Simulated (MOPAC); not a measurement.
MOPAC input (PM6):

```
PM6 PRECISE GNORM=0.05 LET XYZ GEO-OK AUX(PRECISION=9) THREADS=1
ClTl

Tl   -0.00000000 1   -0.00000000 1   -0.43926089 1
Cl    0.00000000 1    0.00000000 1    2.09294892 1
```

Problem. What heat of formation does the run end on?

Solution. -13.28 kcal/mol.
